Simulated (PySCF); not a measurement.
**Radial density of Si⁺ (silicon, charge +1)**

r2SCAN, [Ne] 3s2 3p1, 2P determinant. All numbers are calculated (PySCF 2.14, the non-relativistic Hamiltonian (point nucleus), in def2-SVP).

| r (bohr) | 4πr²ρ (e/bohr) | 4πr²(ρα − ρβ) |
| --- | --- | --- |
| 0.00193 | 0.07396 | 0.0000 |
| 0.00324 | 0.2063 | 0.0000 |
| 0.00545 | 0.5622 | 0.0000 |
| 0.00917 | 1.450 | 0.0000 |
| 0.0154 | 3.416 | 0.0000 |
| 0.0259 | 7.248 | 0.0002 |
| 0.0436 | 12.53 | 0.0010 |
| 0.0734 | 15.90 | 0.0052 |
| 0.123 | 12.70 | 0.0209 |
| 0.208 | 9.636 | 0.0580 |
| 0.349 | 13.81 | 0.0783 |
| 0.587 | 11.01 | 0.0161 |
| 0.988 | 2.803 | 0.0691 |
| 1.66 | 1.607 | 0.4268 |
| 2.80 | 0.8455 | 0.3060 |
| 4.70 | 0.07278 | 0.0513 |
| 7.91 | 0.0001687 | 0.0001 |
